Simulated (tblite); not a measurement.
Compound: C₆H₁₄Si.
Atom-mapped SMILES: `[CH3:1][C@@H:2]1[CH2:3][CH2:4][C@H:5]1[CH2:6][SiH3:7]` (hydrogens: H8, H9, H10 on C1; H11 on C2; H12, H13 on C3; H14, H15 on C4; H16 on C5; H17, H18 on C6; H19, H20, H21 on Si7)

Cartesian coordinates in Å at the GFN2-xTB level; atoms count from 1:
```
atom  x, y, z in Å
C1    -1.195    1.205   -1.216
C2    -0.793   -0.127   -0.612
C3    -1.897   -0.920    0.113
C4    -0.962   -1.104    1.317
C5     0.014   -0.080    0.703
C6     1.477   -0.480    0.637
Si7    2.559    0.734   -0.349
H8    -1.866    1.055   -2.060
H9    -0.317    1.746   -1.563
H10   -1.707    1.818   -0.476
H11   -0.286   -0.735   -1.364
H12   -2.766   -0.306    0.342
H13   -2.230   -1.833   -0.376
H14   -0.534   -2.104    1.373
H15   -1.378   -0.846    2.289
H16   -0.078    0.897    1.184
H17    1.861   -0.562    1.658
H18    1.552   -1.478    0.200
H19    2.203    0.702   -1.769
H20    2.372    2.092    0.168
H21    3.962    0.342   -0.199
```

All values are computed: GFN2-xTB (tblite) harmonic vibrations without scaling, gas phase. This tight-binding method is rough: wavenumbers can miss measured ones by several per cent, in bad cases by 10 to 20. Modes of hydrogen on silicon can be 10 to 20 % off. One conformer, not necessarily the lowest.

Harmonic wavenumbers (cm⁻¹): 68.3, 75.3, 136.2, 158.6, 201.4, 272.8, 305.4, 364.6, 463.3, 508.3, 541.1, 662.4, 747.1, 776.2, 791.5, 798.2, 801.8, 818.0, 859.9, 936.7, 951.3, 987.6, 1037.5, 1051.4, 1078.3, 1120.3, 1152.9, 1164.9, 1180.3, 1212.3, 1231.0, 1244.0, 1251.6, 1256.2, 1273.3, 1326.0, 1356.5, 1408.7, 1476.3, 1482.1, 1491.0, 1498.6, 1503.2, 2253.1, 2254.6, 2259.8, 2946.9, 2950.7, 2957.8, 2968.6, 2989.2, 3004.9, 3008.1, 3012.1, 3021.1, 3024.3, 3028.6.

A = 3422, B = 1358, C = 1054 MHz; mass 114.086 u (most abundant isotopes); point group C1, symmetry number 1.

Zero-point energy?

Half the sum of the wavenumbers: 39351 cm⁻¹ = 470.75 kJ/mol.

Give the ideal-gas entropy at 400 K and 1 bar in the rigid-rotor, harmonic-oscillator model (classical rotation).

Translation 174.04, rotation 123.22, vibration 145.46: S = 442.7 J/(mol K).

And Cp and H(400 K) − H(0)?

Cp = 201.68 J/(mol K), of which vibrations give 168.42 (their classical limit is 57 R = 473.9); H(400 K) − H(0) = 44.93 kJ/mol without the zero-point energy, 31.62 from vibrations.

Which modes carry the vibrational entropy at 400 K?

68.3 cm⁻¹: 20.01; 75.3 cm⁻¹: 19.20; 136.2 cm⁻¹: 14.33; 158.6 cm⁻¹: 13.09; 201.4 cm⁻¹: 11.17; 272.8 cm⁻¹: 8.80 J/(mol K); the other 51 give 58.86 together.

How do the functions run with temperature in this model?

```json
{"T (K)": "50", "S (J/(mol K))": "236.9", "Cp (J/(mol K))": "50.7", "H − H(0) (kJ/mol)": "1.97", "G − H(0) (kJ/mol)": "-9.87", "ln q(vib)": "0.31"}
{"T (K)": "100", "S (J/(mol K))": "278.7", "Cp (J/(mol K))": "71.4", "H − H(0) (kJ/mol)": "5.05", "G − H(0) (kJ/mol)": "-22.82", "ln q(vib)": "1.24"}
{"T (K)": "298.15", "S (J/(mol K))": "390.8", "Cp (J/(mol K))": "153.5", "H − H(0) (kJ/mol)": "26.81", "G − H(0) (kJ/mol)": "-89.71", "ln q(vib)": "5.61"}
{"T (K)": "373.15", "S (J/(mol K))": "429.1", "Cp (J/(mol K))": "189.4", "H − H(0) (kJ/mol)": "39.68", "G − H(0) (kJ/mol)": "-120.46", "ln q(vib)": "7.35"}
{"T (K)": "500", "S (J/(mol K))": "492.3", "Cp (J/(mol K))": "243.4", "H − H(0) (kJ/mol)": "67.24", "G − H(0) (kJ/mol)": "-178.93", "ln q(vib)": "10.40"}
{"T (K)": "750", "S (J/(mol K))": "606.8", "Cp (J/(mol K))": "320.7", "H − H(0) (kJ/mol)": "138.46", "G − H(0) (kJ/mol)": "-316.64", "ln q(vib)": "16.51"}
{"T (K)": "1000", "S (J/(mol K))": "706.5", "Cp (J/(mol K))": "371.6", "H − H(0) (kJ/mol)": "225.41", "G − H(0) (kJ/mol)": "-481.09", "ln q(vib)": "22.44"}
```

q(vib) and H(0) count from the zero-point level.

Blend soft modes into free rotors: weight 1/[1 + (100 cm⁻¹/ν̃)⁴] for the oscillator and the rest for a rotor with moment μB/(μ + B), μ = h/(8π²ν), B = 10⁻⁴⁴ kg m². What vibrational entropy results?

136.65 J/(mol K) in place of 145.46, which changes −T·S at 400 K by +3.52 kJ/mol.

Hindered rotation and anharmonicity are outside this model. Other conformers, if any are populated, would add a mixing term that is left out. The structure is chiral; the term R ln 2 for an equal mix with its mirror image is left out.
